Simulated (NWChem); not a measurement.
# Br$_{2}$Ge

```xyz
3

Ge     0.0000     0.0000    -1.0199
Br    -1.8473     0.0000     0.4663
Br     1.8473     0.0000     0.4663
```
Charge 0, spin multiplicity 1.

The numbers come from NWChem runs, not from measurements. All single points use one geometry, from B3LYP/def2-SVP, a minimum by its harmonic frequencies.

Symmetry labels belong to the abelian group C2v used in the runs, with the axes of the coordinates shown.

The Hamiltonian is non-relativistic. The structure started from a generated list of species.

### Question
List the lowest 4 singlet excitations that TD-PBE/def2-SVP gives, with oscillator strengths.

### Answer
| state | symmetry | energy (eV) | wavelength (nm) | f |
|---|---|---|---|---|
| 1 | a2 | 3.09 | 401 | 0.000 |
| 2 | b2 | 3.10 | 400 | 0.006 |
| 3 | b1 | 3.93 | 316 | 0.040 |
| 4 | b2 | 4.37 | 284 | 0.008 |
